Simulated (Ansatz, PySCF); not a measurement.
Spin states of FeO2 (SMILES [O]=[Fe]=[O]), each relaxed with B3LYP-D3(BJ)/def2-TZVP.
State 1 (charge 0, multiplicity 5):
```xyz
3

Fe     0.3219    -0.2412     0.3282
O      0.8732     0.3124    -1.0711
O     -1.2282    -0.0239     0.6726
```
State 2 (charge 0, multiplicity 1):
```xyz
3

Fe     0.13424    -0.09713     0.13161
O      1.07114     0.25322    -1.05153
O     -1.23855    -0.10881     0.84970
```

```json
[
 {"level": "PBE-D3(BJ)/def2-TZVPP", "energy of the multiplicity-1 state less that of the multiplicity-5 state (eV)": "0.619", "cost": "×1"},
 {"level": "BLYP/def2-TZVPP", "energy of the multiplicity-1 state less that of the multiplicity-5 state (eV)": "0.550", "cost": "×1"},
 {"level": "BLYP-D3(BJ)/def2-TZVPP", "energy of the multiplicity-1 state less that of the multiplicity-5 state (eV)": "0.552", "cost": "×1"},
 {"level": "BLYP-D4/def2-TZVPP", "energy of the multiplicity-1 state less that of the multiplicity-5 state (eV)": "0.552", "cost": "×1"},
 {"level": "r2SCAN-D3(BJ)/def2-TZVPP", "energy of the multiplicity-1 state less that of the multiplicity-5 state (eV)": "1.232", "cost": "×2"},
 {"level": "B97M-V/def2-TZVPP", "energy of the multiplicity-1 state less that of the multiplicity-5 state (eV)": "1.256", "cost": "×2"},
 {"level": "r2SCANh/def2-TZVPP", "energy of the multiplicity-1 state less that of the multiplicity-5 state (eV)": "1.400", "cost": "×0.7"},
 {"level": "B3LYP/def2-TZVPP", "energy of the multiplicity-1 state less that of the multiplicity-5 state (eV)": "0.912", "cost": "×0.4"},
 {"level": "PBE0/def2-TZVPP", "energy of the multiplicity-1 state less that of the multiplicity-5 state (eV)": "1.150", "cost": "×0.5"},
 {"level": "CAM-B3LYP/def2-TZVPP", "energy of the multiplicity-1 state less that of the multiplicity-5 state (eV)": "0.964", "cost": "×0.8"},
 {"level": "CAM-B3LYP-D3(BJ)/def2-TZVPP", "energy of the multiplicity-1 state less that of the multiplicity-5 state (eV)": "0.965", "cost": "×0.8"},
 {"level": "CAM-B3LYP-D4/def2-TZVPP", "energy of the multiplicity-1 state less that of the multiplicity-5 state (eV)": "0.964", "cost": "×0.8"},
 {"level": "wB97X-V/def2-TZVPP", "energy of the multiplicity-1 state less that of the multiplicity-5 state (eV)": "0.852", "cost": "×2"},
 {"level": "wB97M-V/def2-TZVPP", "energy of the multiplicity-1 state less that of the multiplicity-5 state (eV)": "0.916", "cost": "×3"}
]
```

The rows run from 0.550 (BLYP/def2-TZVPP) to 1.400 eV (r2SCANh/def2-TZVPP). The dispersion term adds 0.002 in BLYP-D3(BJ), 0.002 in BLYP-D4, 0.000 in CAM-B3LYP-D3(BJ). The 8 functionals in def2-TZVPP without D3 or D4 span 0.849, from BLYP to r2SCANh.

Singlets are restricted, other states unrestricted; no spin–orbit coupling, no relativity up to Kr; see below for the cores. The largest T1 diagnostic is 0.114.

Codes used: Ansatz (Gaussian orbitals); PySCF for the dispersion terms. Values without a source in brackets are computed.

Costs are rough ratios of core time to PBE/def2-TZVPP (about 12 s over the structures, on one shared machine); a dash marks a level with no comparable run of its own.

Ansatz is a program for electronic structure.
